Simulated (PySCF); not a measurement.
From computed data to an observable: oscillator strength and radiative lifetime

Si(F)(Cl)(Me)(OH) (CH4ClFOSi), SMILES C[Si](O)(F)Cl.

Geometry optimised at B3LYP-D3(BJ)/def2-SVP. This is a generated structure with no PubChem entry under its InChIKey; it may be hypothetical. Other conformers were not sampled.

PySCF with TDA-PBE0/def2-SVPD puts the first singlet state with f over 0.02 at 8.13 eV (vertical), with the transition dipole (0.266, 0.268, 0.224) in atomic units.

Q: Find the oscillator strength, the wavelength and the radiative lifetime that this transition would have in vacuum if emission retraced absorption.

A: 
|μ|² = 0.1928 au, so |μ| = 1.12 D. ΔE = 8.13/27.211 = 0.2988 hartree. f = (2/3) ΔE |μ|² = 0.038 (the program prints 0.038).
λ = 1239.84/8.13 = 153 nm; ν = 65573 cm⁻¹.
Einstein's coefficient A = 0.6670 ν² f s⁻¹ (ν in cm⁻¹) = 1.1e8 s⁻¹, so τ = 1/A = 9.1 ns. This state is S1. The figure is the radiative limit of this one transition; relaxation, internal conversion, crossing to triplets and a medium change what is measured.
